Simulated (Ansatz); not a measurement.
Consider the redistribution: `[OH][AlH][CH2]S` + `N[Si](F)(F)F` → `[NH2][AlH][OH]` + `F[Si](F)(F)CS`.

Program: Ansatz. Geometries: PBE0-D4/def2-TZVP. ΔE: electronic, gas phase. CCSD(T)/CBS adds triple-zeta CCSD(T) − MP2 to the extrapolated MP2 energy (def2 sets, frozen cores). This one scheme is used for every species. Functionals use def2-TZVPP. Each species was taken in one conformer, which may not be the lowest.

`[OH][AlH][CH2]S`:

Z-matrix (Å, degrees):
```
C
Al 1 1.965
S 1 1.801 2 109.9
H 1 1.095 2 108.9 3 121.6
H 1 1.095 2 108.8 3 -121.6
O 2 1.692 1 120.8 3 0.6
H 2 1.577 1 121.9 3 -179.5
H 3 1.345 1 99.9 2 -179.8
H 6 0.957 2 123.5 1 0.0
```

`N[Si](F)(F)F`:

Cartesian coordinates in Å:
```
N 0.239 0.622 0.814
Si -0.173 -0.324 -0.502
F 0.456 -1.771 -0.533
F 0.306 0.378 -1.827
F -1.733 -0.536 -0.530
H 1.116 1.109 0.870
H -0.211 0.522 1.707
```

`[NH2][AlH][OH]`:

```xyz
7

N    -1.161   -0.332   -0.572
Al    0.217    0.397    0.246
O     1.619   -0.552    0.377
H    -1.178   -1.259   -0.962
H    -2.046    0.127   -0.713
H     0.132    1.865    0.821
H     2.417   -0.247    0.802
```

`F[Si](F)(F)CS`:

Cartesian coordinates in Å:
```
F -1.032 -0.714 1.877
Si -0.949 -0.703 0.305
F -0.613 -2.166 -0.168
F -2.378 -0.335 -0.250
C 0.278 0.525 -0.316
S 1.949 0.186 0.293
H 0.249 0.489 -1.408
H -0.059 1.514 0.005
H 2.554 1.205 -0.338
```

(1) Is it downhill or uphill in electronic energy at CCSD(T)/CBS, and by how much? (Best estimate.)

(2) What do these levels give: PBE-D4, B2PLYP, PBE, r2SCAN, PBE0, HF/def2-TZVPP, MP2/def2-TZVPP, CCSD/def2-TZVPP, MP2/def2-QZVPP, HF/CBS(def2), MP2/CBS(def2), CCSD/CBS(def2)? (Best estimate.)

Largest T1 diagnostic among the species: 0.012.

Answers

(1) Computed: Downhill: ΔE = -18.1 kJ/mol.

(2) Computed: PBE-D4 -19.5, B2PLYP -18.8, PBE -18.7, r2SCAN -17.9, PBE0 -15.6, HF/def2-TZVPP -13.4, MP2/def2-TZVPP -19.0, CCSD/def2-TZVPP -18.5, MP2/def2-QZVPP -18.4, HF/CBS(def2) -13.4, MP2/CBS(def2) -18.0, CCSD/CBS(def2) -17.5 kJ/mol.

In def2-TZVPP, CCSD(T) changes the Hartree–Fock value by −5.7 kJ/mol (the triples alone add −0.5 kJ/mol) and MP2 by −5.6 kJ/mol. From PBE to PBE0 (25 % exact exchange), in def2-TZVPP and without D4, ΔE moves by +3.2 kJ/mol.
